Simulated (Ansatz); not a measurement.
Ideal-gas functions of `O[Si]1(O)CO1` at 298.15 K and 1 bar, from an Ansatz frequency run at PBE0-D4/def2-TZVP.

Molar mass 92.13 g/mol, point group Cs (symmetry number 1), electronic degeneracy 1, moments of inertia 81.044, 123.038, 167.733 u Å². Harmonic wavenumbers (cm⁻¹, unscaled): 128, 249, 298, 303, 333, 359, 649, 727, 766, 801, 851, 865, 1026, 1091, 1095, 1156, 1469, 3097, 3169, 3930, 3930.

Use S(trans) = R[1.5 ln M + 2.5 ln T − 1.1517]; rotational temperatures θ = 24.2544 K / I; S(rot) = R[ln(√π/σ · √(T³/θAθBθC)) + 1.5]; for each mode x = 1.438777 ν̃/T, S = R[x/(eˣ − 1) − ln(1 − e⁻ˣ)] and H = RT x/(eˣ − 1); 1 cm⁻¹ = 0.0119627 kJ/mol; R = 8.31446 J/(mol·K).

By hand: the entropy, in J/(mol·K).

Translation 165.3. Rotation: θ = 0.2993, 0.1971, 0.1446 K, giving 108.1. Vibration, mode by mode: 12.45, 7.27, 5.98, 5.86, 5.21, 4.71, 1.56, 1.15, 0.99, 0.86, 0.71, 0.67, 0.35, 0.27, 0.27, 0.21, 0.06, 0.00, 0.00, 0.00, 0.00, in all 48.6. Electronic 0.0. Sum 322.0 J/(mol·K).

By hand: H − E and G − E in kJ/mol, counted from the electronic energy.

Zero-point energy ½ × 26292 × 0.0119627 = 157.3; thermal vibration 8.9; translation, rotation and pV give 4 RT = 9.9. H − E = 176.1 kJ/mol, and G − E = 176.1 − 298.15 × 322.0/1000 = 80.1 kJ/mol.

Vibration gives 15 % of the entropy, 12.5 J/(mol·K) of it from the mode under 150 cm⁻¹: soft modes count most, and the harmonic formula is weakest for them. The sum counts one conformer and one mirror image; others add a mixing term.
